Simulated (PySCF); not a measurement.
# Si4H12N2

Si4H12N2 is a small molecule, neutral, singlet. The structure, one conformer, was relaxed in the gas phase by PBE0-D3(BJ)/def2-SVP. No frequency run checks that it is a minimum.

SMILES: [SiH3]N[SiH]([SiH3])N[SiH3]

Coordinates in Å:
```
Si1     0.168   -0.204   -0.487
Si2    -1.155    1.626   -1.132
N3     -0.821   -1.410    0.290
Si4    -2.485   -1.352    0.796
N5      1.469    0.369    0.523
Si6     3.190    0.269    0.272
H7      0.861   -0.795   -1.674
H8     -0.305    2.495   -2.006
H9     -1.565    2.436    0.058
H10    -2.382    1.241   -1.896
H11    -0.334   -2.282    0.491
H12    -2.940    0.064    0.660
H13    -2.630   -1.783    2.221
H14    -3.383   -2.222   -0.027
H15     1.178    0.880    1.354
H16     3.804    1.572   -0.140
H17     3.432   -0.733   -0.806
H18     3.880   -0.165    1.527
```

Shieldings: GIAO PBE0/pcSseg-1. Shifts are against computed references at the same level: H TMS (σ 31.27 ppm), Si TMS (σ 352.0 ppm). Core levels by delta-SCF with SCAN, pcX-2 on the ionised atom and pcseg-1 elsewhere, spin-free X2C (2p3/2 is the spin-free 2p value less a third of a first-order spin-orbit splitting); from the vacuum level, for chosen atoms.

(1) Give the shieldings and core levels atom by atom.

(2) Which of Si1, Si2, Si4 holds its core electrons tightest, and by how much against the loosest?

(3) By CAM-B3LYP/def2-SVPD (TDDFT singlets, Tamm-Dancoff triplets, ionisation by delta-SCF), where does absorption start, and what does vertical ionisation take?

Answers

(1) 
```csv
atoms,bonded to,σ (ppm),δ (ppm),core level (eV)
Si1,2 N + 1 Si + 1 H,369.8,-17.8,2p3/2 106.73
Si2,1 Si + 3 H,460.5,-108.5,2p3/2 106.25
N3,2 Si + 1 H,232.3,-,1s 404.06
Si4,1 N + 3 H,405.6,-53.6,2p3/2 107.01
N5,2 Si + 1 H,231.3,-,1s 404.00
Si6,1 N + 3 H,403.5,-51.5,-
H7,1 Si,26.15,5.12,-
H8 H9 H10,1 Si,27.78,3.48,-
H11,1 N,31.00,0.27,-
H12 H13 H14,1 Si,26.59,4.68,-
H15,1 N,31.46,-0.19,-
H16 H17 H18,1 Si,26.56,4.70,-
```

Values are those of this one static structure, with the three H of a rotating XH3 group averaged; atoms that internal rotation interchanges would show their mean in an NMR spectrum.

(2) Si4 (bonded to 1 N + 3 H), by 0.76 eV over Si2 (bonded to 1 Si + 3 H).

(3) The lowest singlet lies at 6.11 eV (f 0.012), the strongest of the first 6 at 7.33 eV (f 0.108), the lowest triplet at 5.71 eV; vertical ionisation takes 9.09 eV.
